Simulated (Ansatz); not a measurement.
Consider the isomerisation: `[CH3][Sn]([OH])([F])[Cl]` → `[OH][SnH]([F])[CH2]Cl`.

Program: Ansatz. Geometries: PBE0-D4/def2-TZVP. ΔE: electronic, gas phase. CCSD(T)/CBS is the MP2 limit (def2-TZVPP, def2-QZVPP) plus CCSD(T) − MP2 in def2-TZVPP, frozen cores. Functionals use def2-TZVPP. HSE06 is defined as in plane-wave codes. Elements past krypton have def2 core potentials. For Sn outer-core shells are correlated without core-valence functions, which leaves a few kJ/mol of doubt a bond. Each species was taken in one conformer, which may not be the lowest.

`[CH3][Sn]([OH])([F])[Cl]`:

```xyz
9

C    -0.602   -1.151   -0.786
Sn    0.241    0.570    0.089
O     0.697    0.284    1.952
F     1.876    1.044   -0.785
Cl   -1.031    2.495   -0.072
H    -1.686   -1.046   -0.806
H    -0.214   -1.248   -1.798
H    -0.317   -2.015   -0.187
H     1.037    1.067    2.394
```

`[OH][SnH]([F])[CH2]Cl`:

```xyz
9

O    -0.526   -2.052    0.172
Sn    0.043   -0.489   -0.832
F     1.936   -0.670   -1.119
C    -0.088    1.253    0.420
Cl   -0.122    0.761    2.127
H    -0.368   -1.951    1.115
H    -0.681   -0.558   -2.363
H     0.793    1.872    0.262
H    -0.986    1.834    0.217
```

| species | HSE06 energy (Eh) |
| --- | --- |
| `[CH3][Sn]([OH])([F])[Cl]` | -889.91275 |
| `[OH][SnH]([F])[CH2]Cl` | -889.84255 |

Task: Work out ΔE.

Result: ΔE = (-889.84255) − (-889.91275) = 0.07020 Eh = +1.91 eV. CCSD(T)/CBS gives +1.95 eV.

Largest T1 diagnostic among the species: 0.013.

From BLYP to BHLYP (50 % exact exchange), in def2-TZVPP and without D4, ΔE moves by +0.09 eV. In def2-TZVPP, CCSD(T) changes the Hartree–Fock value by −0.16 eV (the triples alone add −0.02 eV) and MP2 by −0.09 eV. Leaving LDA and LC-ωPBE aside and taking each functional with its dispersion term where it has one, the values, not all of them listed here, spread over 0.15 eV, from revPBE-D4 to BHLYP-D4. LDA lies −0.09 eV from PBE without D4.
